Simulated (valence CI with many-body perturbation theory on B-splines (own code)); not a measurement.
**Yb⁵⁶⁺: electric-dipole lines**

Computed by relativistic CI+MBPT: four valence electrons over a frozen Dirac-Fock core [Ne], radial functions for each j: 11 s, 11 p, 9 d, 7 f, 5 g, 2 h, 1 i, with the one-electron correlation potential Σ1 (screened to all orders), the two-electron term Σ2, the three-electron term Σ3, Breit, model QED; selected single and double excitations, second order for the rest (own B-spline code, finite nucleus).

No measured spectrum was set against this ion. As an estimate, large intervals hold to a few tenths of a per cent, small ones and those within an open d or f shell to about a per cent.

Lines 1 to 50 of 229 in falling wavelength, among levels below 77.021 Ry, chosen from the strongest by gf and those to the six lowest levels. Wavelengths and rates use the calculated energies. Electric multipoles are in the length gauge, E1 and E2 with the static RPA response of the core. Weak lines are less certain than strong ones. Lines between different terms over intervals too small for the method are left out, as are lines whose strength nearly cancels. The highest levels of a list are the least certain.

Levels are named by their leading jj configuration (3d3/2^4 stands for four electrons in 3d with j = 3/2), which in mixed levels can hold well under half, so a name can repeat and another be missing. Letters in brackets count levels of one name in rising energy.

```
λ vac (nm)                           Upper                       Lower   A (s⁻¹)  log gf  Branch %
     16.51              (3s^2 3p3/2^2) J=2      (3s^2 3p1/2 3d3/2) J=2  1.63e+06   -4.48       0.5
     12.40              (3s^2 3p3/2^2) J=2      (3s 3p1/2^2 3p3/2) J=1  7.22e+07   -3.08      21.8
     11.51  (3s 3p1/2 3p3/2 3d3/2) J=3 [a]      (3s^2 3p3/2 3d3/2) J=2  1.92e+09   -1.57       3.6
     10.42              (3s^2 3p3/2^2) J=0      (3s 3p1/2^2 3p3/2) J=1  1.34e+08   -3.66      36.5
     9.951          (3s 3p1/2^2 3d3/2) J=2      (3s^2 3p1/2 3d3/2) J=1  6.77e+09   -1.30      14.6
     9.882  (3s 3p1/2 3p3/2 3d5/2) J=4 [a]      (3s^2 3p3/2 3d5/2) J=4  2.40e+09   -1.50      40.1
     9.819      (3s 3p1/2 3p3/2 3d3/2) J=4      (3s^2 3p3/2 3d3/2) J=3  7.89e+09   -0.99      37.9
     9.818              (3s^2 3p3/2^2) J=2      (3s 3p1/2^2 3p3/2) J=2  6.05e+07   -3.36      18.2
     9.101  (3s 3p1/2 3p3/2 3d5/2) J=4 [b]      (3s^2 3p3/2 3d5/2) J=3  5.46e+09   -1.21       2.3
     9.083  (3s 3p1/2 3p3/2 3d3/2) J=2 [c]      (3s^2 3p3/2 3d3/2) J=2  6.00e+09   -1.43       0.7
     8.725  (3s 3p1/2 3p3/2 3d3/2) J=3 [b]      (3s^2 3p3/2 3d3/2) J=2  3.23e+09   -1.59       0.2
     8.534          (3s 3p1/2^2 3p3/2) J=2      (3s^2 3p1/2 3p3/2) J=2  9.98e+09   -1.26      44.5
     8.465  (3s 3p1/2 3p3/2 3d5/2) J=3 [a]      (3s^2 3p3/2 3d5/2) J=2  6.35e+09   -1.32       1.7
     8.456      (3s 3p1/2 3p3/2 3d5/2) J=5      (3s^2 3p3/2 3d5/2) J=4  1.81e+10   -0.67     100.0
     8.439  (3s 3p1/2 3p3/2 3d3/2) J=2 [d]      (3s^2 3p3/2 3d3/2) J=1  6.75e+09   -1.44       0.3
     8.343          (3s 3p1/2 3p3/2^2) J=3          (3s^2 3p3/2^2) J=2  1.17e+10   -1.07       4.7
     8.271  (3s 3p1/2 3p3/2 3d5/2) J=4 [c]      (3s^2 3p3/2 3d5/2) J=3  1.05e+10   -1.02       1.2
     8.150  (3s 3p1/2 3p3/2 3d3/2) J=1 [c]      (3s^2 3p3/2 3d3/2) J=1  1.21e+10   -1.44       0.6
     8.136          (3s 3p1/2^2 3d5/2) J=3      (3s^2 3p1/2 3d5/2) J=3  1.41e+10   -1.01       7.4
     8.088          (3s 3p1/2^2 3d5/2) J=3      (3s^2 3p1/2 3d5/2) J=2  2.29e+10   -0.80      12.0
     8.048          (3s 3p1/2^2 3p3/2) J=2      (3s^2 3p1/2 3p3/2) J=1  1.25e+10   -1.22      55.5
     8.047      (3s 3p1/2 3p3/2^2) J=1 [a]          (3s^2 3p3/2^2) J=0  9.24e+09   -1.57       1.2
     8.037  (3s 3p1/2 3p3/2 3d3/2) J=3 [c]      (3s^2 3p3/2 3d3/2) J=3  1.44e+10   -1.01       1.0
     8.019  (3s 3p1/2 3p3/2 3d5/2) J=1 [c]      (3s^2 3p3/2 3d5/2) J=1  1.41e+10   -1.39       2.0
     7.941  (3s 3p1/2 3p3/2 3d5/2) J=3 [b]      (3s^2 3p3/2 3d5/2) J=2  1.25e+10   -1.08       2.5
     7.921  (3s 3p1/2 3p3/2 3d5/2) J=1 [a]      (3s^2 3p3/2 3d5/2) J=2  1.01e+10   -1.55       1.5
     7.881  (3s 3p1/2 3p3/2 3d5/2) J=2 [c]      (3s^2 3p3/2 3d5/2) J=1  1.31e+10   -1.21       1.4
     7.856          (3s 3p1/2^2 3d3/2) J=1      (3s^2 3p1/2 3d3/2) J=2  2.86e+10   -1.10      60.2
     7.718  (3s 3p1/2 3p3/2 3d5/2) J=2 [b]      (3s^2 3p3/2 3d5/2) J=2  1.50e+10   -1.17       2.4
     7.546  (3s 3p1/2 3p3/2 3d5/2) J=2 [d]      (3s^2 3p3/2 3d5/2) J=1  1.15e+10   -1.31       0.5
     7.541  (3s 3p1/2 3p3/2 3d3/2) J=2 [b]  (3s 3p1/2 3p3/2^2) J=2 [b]  1.06e+10   -1.35       1.4
     7.536          (3s 3p1/2^2 3d3/2) J=2      (3s^2 3p1/2 3d3/2) J=2  2.17e+10   -1.03      47.0
     7.516  (3s 3p1/2 3p3/2 3d3/2) J=2 [b]  (3s 3p1/2 3p3/2^2) J=1 [a]  7.94e+09   -1.47       1.1
     7.508  (3s 3p1/2 3p3/2 3d5/2) J=3 [d]      (3s^2 3p3/2 3d5/2) J=3  1.90e+10   -0.95       1.5
     7.496          (3s 3p1/2^2 3d5/2) J=2      (3s^2 3p1/2 3d5/2) J=3  3.17e+10   -0.88      14.9
     7.456          (3s 3p1/2^2 3d5/2) J=2      (3s^2 3p1/2 3d5/2) J=2  7.97e+09   -1.48       3.7
     7.451  (3s 3p1/2 3p3/2 3d5/2) J=2 [c]      (3s^2 3p3/2 3d5/2) J=3  1.11e+10   -1.34       1.2
     7.407  (3s 3p1/2 3p3/2 3d5/2) J=4 [b]      (3s^2 3p3/2 3d5/2) J=4  6.56e+09   -1.31       2.8
     7.225          (3s 3p1/2^2 3p3/2) J=1      (3s^2 3p1/2 3p3/2) J=2  3.70e+10   -1.06       6.9
     7.216  (3s 3p1/2 3p3/2 3d3/2) J=2 [a]      (3s 3p1/2 3p3/2^2) J=3  1.61e+10   -1.20       5.0
     7.161      (3s 3p1/2 3p3/2^2) J=1 [a]          (3s^2 3p3/2^2) J=2  1.49e+10   -1.46       1.9
     7.150  (3s 3p1/2 3p3/2 3d5/2) J=2 [d]      (3s^2 3p3/2 3d5/2) J=3  1.41e+10   -1.27       0.7
     7.139      (3s 3p1/2 3p3/2^2) J=2 [b]          (3s^2 3p3/2^2) J=2  2.13e+10   -1.09       2.2
     7.122  (3s 3p1/2 3p3/2 3d3/2) J=1 [d]      (3s^2 3p3/2 3d3/2) J=2  1.36e+10   -1.51       0.5
     7.088           (3p1/2^2 3p3/2^2) J=0  (3s 3p1/2 3p3/2^2) J=1 [a]  6.64e+10   -1.30       6.9
     6.946  (3s 3p1/2 3p3/2 3d5/2) J=3 [c]      (3s^2 3p3/2 3d5/2) J=4  2.70e+10   -0.86       2.2
     6.874          (3s 3p1/2^2 3p3/2) J=1      (3s^2 3p1/2 3p3/2) J=1  1.20e+10   -1.59       2.2
     6.855  (3s 3p1/2 3p3/2 3d3/2) J=2 [e]      (3s^2 3p3/2 3d3/2) J=3  2.89e+10   -0.99       1.0
     6.848  (3s 3p1/2 3p3/2 3d5/2) J=4 [c]      (3s^2 3p3/2 3d5/2) J=4  1.69e+10   -0.97       2.0
     6.785          (3s 3p1/2^2 3d3/2) J=1      (3s 3p1/2^2 3p3/2) J=1  1.33e+10   -1.56      28.0
```
